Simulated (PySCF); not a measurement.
# Which determinant of KZn lies lowest?

Unrestricted PBE0; PySCF, no relativity, basis sets K def2-SVP, Zn def2-SVP. Outer shells of the fragments: K 4s1; Zn 3d10 4s2.

Followed along the bond (rough minima from three points):

```tsv
2Ms+1	unpaired	⟨S²⟩ at the start	R at minimum (Å)	Te (eV)
2	σ ↑	0.75	3.80	0.00
2	π ↑	0.75	3.09	1.22
4	σ ↑↑, π ↑	3.75	3.19	4.09
```

Solutions found at the starting distance of 3.135 Å, counted from the lowest of them; the search is not exhaustive and high or unbound solutions are not listed, so other states can lie among these:

```csv
2Ms+1,unpaired,term,E (eV),⟨S²⟩,⟨Lz²⟩,μ (D)
2,σ ↑,²Σ⁺,0.00,0.75,0.00,0.15
2,π ↑,²Π,1.08,0.75,1.00,-1.99
4,"σ ↑↑, π ↑",⁴Π,3.96,3.75,1.00,-1.43
4,σ ↑↑↑,⁴Σ⁺,4.26,3.75,0.00,5.33
4,"σ ↑, π ↑↑",⁴Σ⁻,4.98,3.75,0.00,-1.12
4,"σ ↑, π ↑↑",mixed,6.56,3.75,2.00,3.22
```

A term symbol is given only where ⟨S²⟩ and ⟨Lz²⟩ are close to those of a pure state; real π, δ and φ orbitals otherwise mix terms. A positive dipole means K(−)Zn(+).

Q: Compare the gap between the two lowest followed solutions at the starting distance with the gap between their minima.

A: At PBE0 the second solution (doublet, unpaired electrons π ↑) lies +1.08 eV from the first (doublet, unpaired electrons σ ↑) at 3.135 Å and +1.22 eV at the minima; the two curves relax by different amounts, since their minima lie near 3.09 and 3.80 Å.

Counting both spins, an empty level lies below a filled one in some of these solutions, because spin and occupation are held.
